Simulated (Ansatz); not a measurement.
C3H8Si, SMILES `C/C=[SiH]/C` (charge 0, multiplicity 1).

Cartesian coordinates (Å):
```xyz
12

C      2.1976    -0.0672     0.0616
C      0.7349    -0.3752     0.1253
Si    -0.5257     0.4310    -0.6944
C     -2.3251    -0.0247    -0.5542
H      2.7728    -0.9253    -0.3041
H      2.5989     0.1807     1.0508
H      2.4118     0.7761    -0.5992
H      0.4541    -1.2081     0.7680
H     -0.2265     1.5754    -1.5899
H     -2.9136     0.8100    -0.1663
H     -2.7386    -0.2997    -1.5273
H     -2.4405    -0.8730     0.1227
```
Charge 0, multiplicity 1.

Frozen-core energies in 6-31g from Ansatz (a quantum-chemistry and plane-wave program) at a geometry from PBE0-D3(BJ)/def2-TZVP; the HF reference has <S^2> = 0.00 (restricted, and unstable towards unrestricted orbitals) and the T1 diagnostic is 0.009.

```tsv
level	energy (Ha)	difference from CCSDT(Q) (mHa)
HF	-407.03631	396.81
MP2	-407.37152	61.60
CCSD	-407.42143	11.69
CCSD(T)	-407.43154	1.58
CCSDT	-407.43234	0.78
CCSDT(Q)	-407.43312	0.00
```
